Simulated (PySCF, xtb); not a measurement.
# Relative energy of two structures of CH6AlIn

We compare X, a singlet given by its coordinates, with Y, a singlet given by its coordinates. Both are isolated molecules in the gas phase, relaxed with BLYP-D3(BJ)/def2-SVP.

X (Å):

```xyz
9

C     1.3840    1.6295    0.2846
Al    0.0830    0.2208   -0.1830
In   -1.7554   -1.7740   -0.8445
H     1.3015    2.4979   -0.4020
H     2.4260    1.2512    0.2242
H     0.0878   -0.5353   -1.6879
H    -1.5774    0.5014   -0.1818
H     1.2209    2.0013    1.3178
H    -0.0263   -1.2176    0.6863
```

Close contacts (Å): C1–Al2 1.97, Al2–In3 2.79, C1–H4 1.11, C1–H5 1.11, C1–H8 1.11, Al2–H6 1.68, Al2–H7 1.68, Al2–H9 1.68, In3–H6 2.38, In3–H7 2.38, In3–H9 2.38.

Y (Å):

```xyz
9

C     1.3777    1.5689   -2.6544
Al   -0.6290   -2.5534   -0.4801
In    0.4846   -0.2574   -1.6972
H     2.3664    1.7932   -2.2030
H     1.5123    1.4039   -3.7436
H     0.7113    2.4439   -2.5061
H     0.1876   -3.6484   -1.3287
H    -2.1633   -2.2700   -0.8689
H    -0.1473   -2.2336    1.0207
```

Close contacts (Å): C1–In3 2.25, Al2–In3 2.83, C1–H4 1.11, C1–H5 1.11, C1–H6 1.11, Al2–H7 1.61, Al2–H8 1.61, Al2–H9 1.61.

Quicker runs give these differences E(Y) − E(X): GFN2-xTB +29.2 kcal/mol; HF/STO-3G −9.2 kcal/mol (at GFN2-xTB geometries); r2SCAN-D4/def2-SVP +27.6 kcal/mol (at GFN2-xTB geometries).

Q: Estimate E(Y) − E(X) at the level CCSD(T)/def2-SVP + ΔMP2/def2-TZVPP.

A: Calculated at CCSD(T)/def2-SVP + ΔMP2/def2-TZVPP: E(Y) − E(X) = +25.1 kcal/mol, so structure X lies lower.

The same difference at several levels:

```json
{"level": "GFN2-xTB", "geometry": "GFN2-xTB", "E(Y) − E(X) (kcal/mol)": "+29.2", "departure from the last row (kcal/mol)": "+4.1", "job, with rough time for the two": "optimisation, 0.44 s"}
{"level": "HF/STO-3G", "geometry": "GFN2-xTB", "E(Y) − E(X) (kcal/mol)": "−9.2", "departure from the last row (kcal/mol)": "−34.3", "job, with rough time for the two": "single point, 1.7 s"}
{"level": "r2SCAN-D4/def2-SVP", "geometry": "GFN2-xTB", "E(Y) − E(X) (kcal/mol)": "+27.6", "departure from the last row (kcal/mol)": "+2.5", "job, with rough time for the two": "single point, 20 s"}
{"level": "BLYP-D3(BJ)/def2-SVP", "geometry": "BLYP-D3(BJ)/def2-SVP", "E(Y) − E(X) (kcal/mol)": "+27.0", "departure from the last row (kcal/mol)": "+1.9", "job, with rough time for the two": "optimisation, 7.1 min"}
{"level": "HF/def2-SVP", "geometry": "BLYP-D3(BJ)/def2-SVP", "E(Y) − E(X) (kcal/mol)": "+21.4", "departure from the last row (kcal/mol)": "−3.7", "job, with rough time for the two": "part of the CCSD(T) run"}
{"level": "MP2/def2-SVP", "geometry": "BLYP-D3(BJ)/def2-SVP", "E(Y) − E(X) (kcal/mol)": "+23.7", "departure from the last row (kcal/mol)": "−1.4", "job, with rough time for the two": "part of the CCSD(T) run"}
{"level": "CCSD(T)/def2-SVP", "geometry": "BLYP-D3(BJ)/def2-SVP", "E(Y) − E(X) (kcal/mol)": "+24.6", "departure from the last row (kcal/mol)": "−0.5", "job, with rough time for the two": "single point"}
{"level": "CCSD(T)/def2-SVP + ΔMP2/def2-TZVPP", "geometry": "BLYP-D3(BJ)/def2-SVP", "E(Y) − E(X) (kcal/mol)": "+25.1", "departure from the last row (kcal/mol)": "", "job, with rough time for the two": "single point, 43 s"}
```

HF/STO-3G puts the two in the other order. The largest departure from CCSD(T)/def2-SVP + ΔMP2/def2-TZVPP is that of HF/STO-3G, 34.3 kcal/mol. No reliable frequencies are at hand for X or Y, so they aren't confirmed as minima. The last row adds to CCSD(T) the change of the MP2 difference between the two basis sets, here +0.5 kcal/mol.

The correlated steps freeze 10 core orbitals; the filled d shell of In is correlated, in a basis made for valence electrons. Atoms past krypton carry core potentials in the def2 sets, other sets are all-electron and non-relativistic, and no spin–orbit term is included. Codes used: PySCF 2.14.0, xtb 6.7.1; the last row on 2 threads of Intel(R) Xeon(R) 6975P-C (Granite Rapids) on a shared host.
